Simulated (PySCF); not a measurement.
ClGeH3Se. Atoms are numbered in the order given.

```xyz
6

Se     0.8323     0.6399     0.0000
Cl    -1.0543     1.8277     0.0000
Ge    -0.2798    -1.4733     0.0000
H     -1.1418    -1.5856     1.2679
H      0.8608    -2.5107     0.0000
H     -1.1418    -1.5856    -1.2679
```
Charge 0, spin multiplicity 1.

Coordinates come from a B3LYP-D3(BJ)/def2-SVP optimisation. The structure was generated by enumeration, and PubChem lists no compound with its InChIKey, so it may never have been made.

Level of theory: PySCF with TDDFT-PBE/def2-SVPD.

Vertical excitations. Isolated molecule, no solvent. State labels are in the subgroup Cs.

| state | symmetry | energy (eV) | λ (nm) | f | main pairs |
|---|---|---|---|---|---|
| S1 | A" | 2.47 | 503 | 0.001 | HOMO→LUMO 100 % |
| S2 | A' | 3.89 | 319 | 0.003 | HOMO−1→LUMO 100 % |
| S3 | A" | 4.24 | 293 | 0.006 | HOMO→LUMO+1 100 % |
| S4 | A" | 4.83 | 257 | 0.002 | HOMO−2→LUMO 98 % |
| S5 | A" | 5.18 | 239 | 0.002 | HOMO→LUMO+2 100 % |
| S6 | A' | 5.29 | 234 | 0.014 | HOMO−3→LUMO 92 % |
| S7 | A" | 5.54 | 224 | 0.001 | HOMO−4→LUMO 97 % |
| S8 | A' | 5.77 | 215 | 0.004 | HOMO−5→LUMO 70 %, HOMO−1→LUMO+1 21 % |
| S9 | A' | 5.82 | 213 | 0.053 | HOMO−1→LUMO+1 52 %, HOMO−5→LUMO 27 %, HOMO→LUMO+3 18 % |
| S10 | A" | 6.04 | 205 | 0.000 | HOMO→LUMO+4 99 % |
| T1 | A" | 1.79 | 692 | 0 | HOMO→LUMO 100 % |
| T2 | A' | 3.29 | 376 | 0 | HOMO−1→LUMO 100 % |
| T3 | A" | 3.89 | 319 | 0 | HOMO→LUMO+1 100 % |
| T4 | A" | 4.33 | 286 | 0 | HOMO−2→LUMO 99 % |
Triplets are in the Tamm–Dancoff approximation, which puts them higher than full response would, so one can lie above its singlet here.
